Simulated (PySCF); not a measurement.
Simulation results for F2H2Si2, Al2H2NO, CH7N2Si, CH6AlBN and others

Calculation on a computer-drawn molecule: optimised geometry and harmonic frequencies of an isolated molecule of the commonest isotopes, restricted reference for singlets and unrestricted otherwise, frozen core in MP2. Program: PySCF 2.14.0.

```yaml
- entry: 1
  formula: F2H2Si2
  start_structure:
    atoms_angstrom:
      - [F, -2.2369, -2.5196, -3.1238]
      - [Si, -2.106, -1.3989, -4.3117]
      - [Si, -1.2809, 0.3284, -2.799]
      - [F, -1.0101, 1.6941, -3.6419]
      - [H, -0.0002, -0.0576, -2.1647]
      - [H, -2.2643, 0.6527, -1.7411]
  given:
    charge: 0
    multiplicity: 1
    method: MP2
    basis: "cc-pV(D+d)Z"
    drawn_bonds_atom: [1, 2, 3, 3, 3]
    drawn_bonds_other_atom: [2, 3, 4, 5, 6]
    drawn_bonds_order: [1, 1, 1, 1, 1]
  results:
    optimised_atom_element: [F, Si, Si, F, H, H]
    "optimised_atom_x [angstrom]": [-2.221, -2.111, -1.284, -0.992, -0.01642, -2.273]
    "optimised_atom_y [angstrom]": [-2.499, -1.408, 0.3334, 1.742, -0.08882, 0.6198]
    "optimised_atom_z [angstrom]": [-3.079, -4.323, -2.825, -3.626, -2.176, -1.754]
    "modes_frequency [cm^-1]": [61.55, 99.01, 215.0, 339.2, 434.9, 750.1, 809.5, 828.1, 897.4, 964.4, 2254, 2266]
    "modes_reduced_mass [dalton]": [6.397, 10.11, 17.74, 1.228, 10.78, 1.107, 9.587, 4.325, 1.504, 1.089, 1.03, 1.052]
    "rotational_constants [GHz]": [12.06, 2.077, 1.809]
    "total_energy [hartree]": -778.5173
    "convergence_status_largest_gradient_component [hartree/bohr]": 2.159e-05
- entry: 2
  formula: Al2H2NO
  start_structure:
    atoms_angstrom:
      - [O, 1.066, -4.2651, 1.0024]
      - [Al, -0.0022, -3.1874, 0.5776]
      - ["N", -1.1965, -1.9836, 0.1112]
      - [Al, -2.4373, -1.0889, 1.0719]
      - [H, -1.1948, -1.743, -0.8717]
      - [H, -3.3509, -0.0601, 0.2783]
  given:
    charge: 0
    multiplicity: 2
    method: MP2
    basis: "cc-pV(D+d)Z"
    drawn_bonds_atom: [1, 2, 3, 3, 4]
    drawn_bonds_other_atom: [2, 3, 4, 5, 6]
    drawn_bonds_order: [2, 1, 1, 1, 1]
  results:
    optimised_atom_element: [O, Al, "N", Al, H, H]
    "optimised_atom_x [angstrom]": [1.087, -0.00358, -1.202, -2.431, -1.188, -3.378]
    "optimised_atom_y [angstrom]": [-4.299, -3.187, -1.966, -1.094, -1.732, -0.04981]
    "optimised_atom_z [angstrom]": [1.063, 0.5814, 0.05818, 1.072, -0.9422, 0.3373]
    "modes_frequency [cm^-1]": [97.45, 156.6, 208.5, 223.1, 467.1, 505.3, 657.9, 818.3, 971.5, 1097, 1907, 3533]
    "modes_reduced_mass [dalton]": [8.896, 1.529, 11.0, 3.694, 1.162, 1.821, 2.286, 3.479, 1.381, 18.01, 1.044, 1.074]
    "rotational_constants [GHz]": [33.04, 1.786, 1.695]
    "total_energy [hartree]": -614.8026
    spin_squared: 0.7547
    "convergence_status_largest_gradient_component [hartree/bohr]": 3.812e-05
- entry: 3
  formula: CH7N2Si
  start_structure:
    atoms_angstrom:
      - ["N", -1.1063, 0.3536, 2.6243]
      - [C, -0.7575, 0.865, 1.3839]
      - ["N", 0.4826, 0.3907, 0.9242]
      - [Si, 1.5996, 1.2349, -0.1149]
      - [H, -1.0418, -0.6285, 2.6973]
      - [H, -2.1596, 0.606, 2.7799]
      - [H, -0.8931, 1.9536, 1.1946]
      - [H, 0.6533, -0.5564, 1.2399]
      - [H, 0.8988, 1.6906, -1.3239]
      - [H, 2.1692, 2.3804, 0.5282]
      - [H, 2.5577, 0.1787, -0.4507]
  given:
    charge: 0
    multiplicity: 2
    method: HF
    basis: "cc-pV(D+d)Z"
    drawn_bonds_atom: [1, 2, 3, 1, 1, 2, 3, 4, 4, 4]
    drawn_bonds_other_atom: [2, 3, 4, 5, 6, 7, 8, 9, 10, 11]
    drawn_bonds_order: [1, 1, 1, 1, 1, 1, 1, 1, 1, 1]
  results:
    optimised_atom_element: ["N", C, "N", Si, H, H, H, H, H, H, H]
    "optimised_atom_x [angstrom]": [-0.9925, -0.9049, 0.3409, 1.556, -0.6096, -1.944, -1.41, 0.6244, 0.9167, 2.268, 2.558]
    "optimised_atom_y [angstrom]": [0.7368, 0.5385, 0.1288, 1.198, -0.03689, 0.8711, 1.306, -0.7861, 2.151, 1.993, 0.3682]
    "optimised_atom_z [angstrom]": [2.575, 1.177, 0.6554, 0.0442, 3.091, 2.869, 0.5978, 0.9532, -0.891, 1.076, -0.6643]
    "modes_frequency [cm^-1]": [45.21, 111.0, 222.6, 328.7, 379.0, 513.8, 723.8, 759.0, 791.5, 878.1, 948.3, 1006, 1056, 1068, 1103, 1280, 1316, 1459, 1564, 1770, 2282, 2309, 2318, 3289, 3726, 3786, 3818]
    "modes_reduced_mass [dalton]": [2.379, 1.302, 1.365, 1.484, 1.226, 3.379, 1.586, 1.215, 1.374, 1.737, 1.672, 1.074, 1.063, 1.087, 2.072, 2.255, 1.85, 1.291, 1.5, 1.124, 1.048, 1.05, 1.022, 1.087, 1.051, 1.075, 1.094]
    "rotational_constants [GHz]": [17.78, 2.796, 2.71]
    "total_energy [hartree]": -439.7559
    spin_squared: 0.7594
    "convergence_status_largest_gradient_component [hartree/bohr]": 9.315e-06
- entry: 4
  formula: CH6AlBN
  start_structure:
    atoms_angstrom:
      - [C, -1.1819, -1.8995, -0.7599]
      - [B, -1.7974, -0.7091, -1.5949]
      - ["N", -1.195, 0.4361, -1.7363]
      - [Al, 0.4461, 0.9084, -1.0187]
      - [H, -0.206, -1.5933, -0.3585]
      - [H, -1.7872, -2.2213, 0.1034]
      - [H, -0.9573, -2.8268, -1.3183]
      - [H, -2.8502, -1.0223, -2.1529]
      - [H, -1.6327, 1.1752, -2.3088]
      - [H, 1.3083, 1.9498, -1.7568]
  given:
    charge: 0
    multiplicity: 2
    method: HF
    basis: "cc-pV(D+d)Z"
    drawn_bonds_atom: [1, 2, 3, 1, 1, 1, 2, 3, 4]
    drawn_bonds_other_atom: [2, 3, 4, 5, 6, 7, 8, 9, 10]
    drawn_bonds_order: [1, 1, 1, 1, 1, 1, 1, 1, 1]
  results:
    optimised_atom_element: [C, B, "N", Al, H, H, H, H, H, H]
    "optimised_atom_x [angstrom]": [-1.2, -1.727, -0.9981, 0.6333, -0.2028, -1.9, -1.192, -2.822, -1.493, 1.048]
    "optimised_atom_y [angstrom]": [-2.006, -0.7826, 0.415, 0.9576, -1.882, -2.206, -2.914, -0.8791, 1.08, 2.415]
    "optimised_atom_z [angstrom]": [-0.7078, -1.569, -1.781, -1.217, -0.2763, 0.1121, -1.322, -2.076, -2.353, -1.712]
    "modes_frequency [cm^-1]": [119.3, 166.3, 197.9, 239.1, 444.7, 608.5, 650.6, 728.3, 841.0, 861.6, 1031, 1053, 1150, 1367, 1407, 1461, 1562, 1566, 1908, 2623, 3153, 3211, 3231, 3750]
    "modes_reduced_mass [dalton]": [1.064, 4.098, 2.503, 1.089, 2.276, 1.569, 1.092, 2.72, 1.852, 1.158, 1.71, 1.738, 1.277, 1.369, 2.365, 1.628, 1.05, 1.107, 1.044, 1.092, 1.039, 1.097, 1.101, 1.074]
    "rotational_constants [GHz]": [13.93, 3.215, 2.655]
    "total_energy [hartree]": -362.4651
    spin_squared: 0.7542
    "convergence_status_largest_gradient_component [hartree/bohr]": 2.408e-05
- entry: 5
  formula: CH7BNSi
  start_structure:
    atoms_angstrom:
      - [B, 0.3498, -2.3686, -0.4481]
      - ["N", -0.0365, -1.1258, -0.4724]
      - [C, 0.5914, 0.1303, -0.3706]
      - [Si, -1.9749, -0.9344, -0.8361]
      - [H, 0.6478, -3.4877, -0.4032]
      - [H, 1.656, 0.096, -0.1863]
      - [H, 0.13, 0.7511, 0.4498]
      - [H, 0.3908, 0.7079, -1.3243]
      - [H, -1.8611, -0.168, -2.0647]
      - [H, -2.2961, -0.2601, 0.3244]
      - [H, -2.3927, -2.267, -0.9191]
  given:
    charge: 1
    multiplicity: 1
    method: HF
    basis: "cc-pV(D+d)Z"
    drawn_bonds_atom: [1, 2, 2, 1, 3, 3, 3, 4, 4, 4]
    drawn_bonds_other_atom: [2, 3, 4, 5, 6, 7, 8, 9, 10, 11]
    drawn_bonds_order: [1, 1, 1, 1, 1, 1, 1, 1, 1, 1]
  results:
    optimised_atom_element: [B, "N", C, Si, H, H, H, H, H, H, H]
    "optimised_atom_x [angstrom]": [0.364, -0.1497, 0.6486, -1.973, 0.8012, 1.692, 0.2413, 0.5647, -2.064, -2.49, -2.43]
    "optimised_atom_y [angstrom]": [-2.297, -1.107, 0.1596, -0.9386, -3.38, -0.07402, 0.722, 0.7297, -0.1928, -0.2168, -2.332]
    "optimised_atom_z [angstrom]": [-0.4413, -0.5208, -0.3684, -0.8399, -0.3743, -0.1771, 0.4673, -1.29, -2.098, 0.3254, -0.9342]
    "modes_frequency [cm^-1]": [136.0, 165.7, 198.0, 250.7, 292.5, 557.2, 728.8, 734.6, 818.1, 827.4, 963.5, 1008, 1025, 1049, 1216, 1237, 1544, 1589, 1600, 1711, 2378, 2405, 2416, 3000, 3228, 3342, 3343]
    "modes_reduced_mass [dalton]": [1.025, 1.099, 2.612, 2.756, 2.675, 4.768, 1.165, 1.244, 1.394, 1.866, 1.791, 1.05, 1.048, 1.61, 1.271, 1.298, 1.209, 1.041, 1.056, 4.077, 1.024, 1.045, 1.056, 1.152, 1.03, 1.111, 1.111]
    "rotational_constants [GHz]": [9.189, 4.58, 3.239]
    "total_energy [hartree]": -409.7910
    "convergence_status_largest_gradient_component [hartree/bohr]": 3.664e-05
- entry: 6
  formula: Al2BFH3
  start_structure:
    atoms_angstrom:
      - [B, -0.5776, -1.788, -1.7012]
      - [Al, -0.2918, -1.2392, 0.1801]
      - [Al, 0.1978, -0.3699, 2.5388]
      - [F, 0.7871, -0.9708, 4.0009]
      - [H, 0.127, -1.5067, -2.6476]
      - [H, -1.7351, -2.092, -2.1127]
      - [H, -0.2877, 1.1259, 2.5215]
  given:
    charge: 1
    multiplicity: 1
    method: HF
    basis: "cc-pV(D+d)Z"
    drawn_bonds_atom: [1, 2, 3, 1, 1, 3]
    drawn_bonds_other_atom: [2, 3, 4, 5, 6, 7]
    drawn_bonds_order: [1, 1, 1, 1, 1, 1]
  results:
    optimised_atom_element: [B, Al, Al, F, H, H, H]
    "optimised_atom_x [angstrom]": [-0.6373, -0.3251, 0.09758, 0.7208, 0.2329, -1.676, -0.1936]
    "optimised_atom_y [angstrom]": [-1.817, -0.9715, -0.04073, -1.321, -1.738, -2.348, 1.395]
    "optimised_atom_z [angstrom]": [-1.826, 0.1519, 2.615, 3.429, -2.638, -2.076, 3.125]
    "modes_frequency [cm^-1]": [26.88, 78.71, 111.5, 168.0, 305.0, 436.8, 575.6, 588.1, 620.3, 867.9, 876.9, 1204, 2115, 2721, 2838]
    "modes_reduced_mass [dalton]": [1.064, 5.738, 3.686, 10.08, 7.383, 1.236, 7.471, 1.248, 1.121, 1.638, 4.77, 1.107, 1.045, 1.046, 1.13]
    "rotational_constants [GHz]": [15.21, 1.504, 1.385]
    "total_energy [hartree]": -609.4944
    "convergence_status_largest_gradient_component [hartree/bohr]": 2.327e-05
- entry: 7
  formula: Al2BFH3
  start_structure:
    atoms_angstrom:
      - [F, 0.0728, 2.0688, -2.3155]
      - [Al, 1.7164, 1.9698, -2.2302]
      - [B, 2.4324, 1.1594, -0.4156]
      - [Al, 2.7211, 0.3442, 1.4588]
      - [H, 2.4061, 2.3628, -3.477]
      - [H, 2.7078, -1.2162, 1.8368]
      - [H, 2.9303, 1.1628, 2.8146]
  given:
    charge: 0
    multiplicity: 2
    method: HF
    basis: "cc-pV(D+d)Z"
    drawn_bonds_atom: [1, 2, 3, 2, 4, 4]
    drawn_bonds_other_atom: [2, 3, 4, 5, 6, 7]
    drawn_bonds_order: [1, 1, 1, 1, 1, 1]
  results:
    optimised_atom_element: [F, Al, B, Al, H, H, H]
    "optimised_atom_x [angstrom]": [0.3372, 1.616, 2.152, 2.712, 2.322, 1.92, 3.928]
    "optimised_atom_y [angstrom]": [1.239, 1.934, 1.122, 0.33, 3.149, -0.8972, 0.9741]
    "optimised_atom_z [angstrom]": [-2.976, -2.177, -0.3177, 1.546, -2.885, 2.153, 2.328]
    "modes_frequency [cm^-1]": [94.12, 112.7, 149.3, 244.9, 348.9, 492.3, 506.2, 600.9, 693.2, 795.1, 837.4, 867.9, 1977, 1983, 2018]
    "modes_reduced_mass [dalton]": [5.386, 3.063, 1.303, 3.094, 5.477, 1.326, 1.762, 1.181, 1.145, 2.972, 1.526, 9.981, 1.047, 1.036, 1.043]
    "rotational_constants [GHz]": [17.97, 1.263, 1.18]
    "total_energy [hartree]": -609.7014
    spin_squared: 0.7574
    "convergence_status_largest_gradient_component [hartree/bohr]": 2.367e-05
- entry: 8
  formula: CH6BSi
  start_structure:
    atoms_angstrom:
      - [C, -0.0326, 0.7518, 1.5818]
      - [B, -0.4375, 0.0718, 0.3839]
      - [Si, -1.1008, -0.6493, -1.3741]
      - [H, 1.0113, 1.1633, 1.5138]
      - [H, -0.0124, 0.0054, 2.4167]
      - [H, -0.5927, 1.5791, 1.9375]
      - [H, -2.4904, -1.2009, -1.0981]
      - [H, -0.2289, -1.7727, -1.7224]
      - [H, -1.1921, 0.3731, -2.3735]
  given:
    charge: 1
    multiplicity: 1
    method: HF
    basis: "cc-pV(D+d)Z"
    drawn_bonds_atom: [1, 2, 1, 1, 1, 3, 3, 3]
    drawn_bonds_other_atom: [2, 3, 4, 5, 6, 7, 8, 9]
    drawn_bonds_order: [1, 1, 1, 1, 1, 1, 1, 1]
  results:
    optimised_atom_element: [C, B, Si, H, H, H, H, H, H]
    "optimised_atom_x [angstrom]": [0.008676, -0.4822, -1.164, 1.031, 0.007434, -0.6437, -2.504, -0.1781, -1.151]
    "optimised_atom_y [angstrom]": [0.7467, 0.1369, -0.7094, 1.123, -0.004619, 1.58, -1.202, -1.762, 0.413]
    "optimised_atom_z [angstrom]": [1.624, 0.3522, -1.414, 1.488, 2.424, 1.915, -1.066, -1.696, -2.363]
    "modes_frequency [cm^-1]": [27.53, 215.6, 215.6, 439.9, 561.3, 561.4, 811.4, 811.4, 946.8, 997.1, 997.2, 1197, 1450, 1466, 1466, 2366, 2390, 2390, 3132, 3225, 3225]
    "modes_reduced_mass [dalton]": [1.008, 2.077, 2.077, 5.302, 1.143, 1.143, 1.674, 1.674, 1.102, 1.039, 1.039, 2.403, 1.798, 1.045, 1.045, 1.013, 1.055, 1.055, 1.036, 1.098, 1.098]
    "rotational_constants [GHz]": [53.82, 3.382, 3.382]
    "total_energy [hartree]": -354.6880
    "convergence_status_largest_gradient_component [hartree/bohr]": 3.337e-05
- entry: 9
  formula: ClH3NOSi
  start_structure:
    atoms_angstrom:
      - ["N", -0.7354, 0.4808, -0.2532]
      - [Si, 0.0722, 0.0821, 1.1957]
      - [O, 1.6898, 0.2134, 0.9555]
      - [Cl, -0.3125, 1.3692, 2.7863]
      - [H, -1.7216, 0.3114, -0.3242]
      - [H, -0.4911, 1.3334, -0.7276]
      - [H, 2.0555, -0.2357, 0.2067]
  given:
    charge: 0
    multiplicity: 2
    method: MP2
    basis: "cc-pV(D+d)Z"
    drawn_bonds_atom: [1, 2, 2, 1, 1, 3]
    drawn_bonds_other_atom: [2, 3, 4, 5, 6, 7]
    drawn_bonds_order: [1, 1, 1, 1, 1, 1]
  results:
    optimised_atom_element: ["N", Si, O, Cl, H, H, H]
    "optimised_atom_x [angstrom]": [-0.7175, 0.07784, 1.724, -0.312, -1.72, -0.5282, 2.032]
    "optimised_atom_y [angstrom]": [0.4652, 0.09031, 0.226, 1.378, 0.284, 1.385, -0.274]
    "optimised_atom_z [angstrom]": [-0.2922, 1.193, 0.977, 2.777, -0.3267, -0.6963, 0.2075]
    "modes_frequency [cm^-1]": [188.7, 210.7, 231.1, 298.8, 368.7, 490.6, 538.2, 789.3, 849.6, 880.8, 916.0, 1557, 3554, 3670, 3869]
    "modes_reduced_mass [dalton]": [1.523, 2.355, 1.91, 3.369, 1.693, 1.846, 4.097, 2.918, 1.412, 2.048, 2.809, 1.11, 1.052, 1.092, 1.066]
    "rotational_constants [GHz]": [6.84, 3.361, 2.431]
    "total_energy [hartree]": -880.1708
    spin_squared: 0.7535
    "convergence_status_largest_gradient_component [hartree/bohr]": 2.478e-05
- entry: 10
  formula: B2H5O2
  start_structure:
    atoms_angstrom:
      - [O, -0.3989, 2.8659, 0.2775]
      - [B, -0.0576, 2.2319, -0.8048]
      - [B, -0.0602, 0.5151, -1.0151]
      - [O, -0.0684, -0.3512, 0.2148]
      - [H, -0.4925, 3.8562, 0.2415]
      - [H, 0.1757, 2.9311, -1.8421]
      - [H, 0.8972, 0.1309, -1.6771]
      - [H, -1.0611, 0.2815, -1.6488]
      - [H, -0.5987, 0.2151, 0.8796]
  given:
    charge: -1
    multiplicity: 1
    method: HF
    basis: aug-cc-pVDZ
    drawn_bonds_atom: [1, 2, 3, 1, 2, 3, 3, 4]
    drawn_bonds_other_atom: [2, 3, 4, 5, 6, 7, 8, 9]
    drawn_bonds_order: [1, 1, 1, 1, 1, 1, 1, 1]
  results:
    optimised_atom_element: [O, B, B, O, H, H, H, H, H]
    "optimised_atom_x [angstrom]": [-0.367, -0.1135, -0.07741, -0.2095, -0.3812, 0.0424, 0.977, -1.022, -0.513]
    "optimised_atom_y [angstrom]": [2.87, 2.196, 0.4828, -0.2986, 3.804, 2.975, 0.1541, 0.2164, 0.2768]
    "optimised_atom_z [angstrom]": [0.3442, -0.8578, -1.027, 0.2584, 0.2363, -1.806, -1.625, -1.834, 0.9369]
    "modes_frequency [cm^-1]": [71.83, 150.7, 194.6, 375.5, 559.5, 657.3, 671.9, 896.0, 978.7, 1012, 1029, 1106, 1181, 1215, 1228, 1347, 2112, 2229, 2384, 4195, 4198]
    "modes_reduced_mass [dalton]": [1.496, 3.984, 1.284, 1.235, 3.849, 2.087, 1.428, 3.797, 1.638, 1.149, 1.151, 1.283, 2.719, 1.102, 1.333, 1.871, 1.082, 1.062, 1.088, 1.067, 1.066]
    "rotational_constants [GHz]": [15.98, 4.528, 3.634]
    "total_energy [hartree]": -202.0790
    "convergence_status_largest_gradient_component [hartree/bohr]": 1.755e-05
```
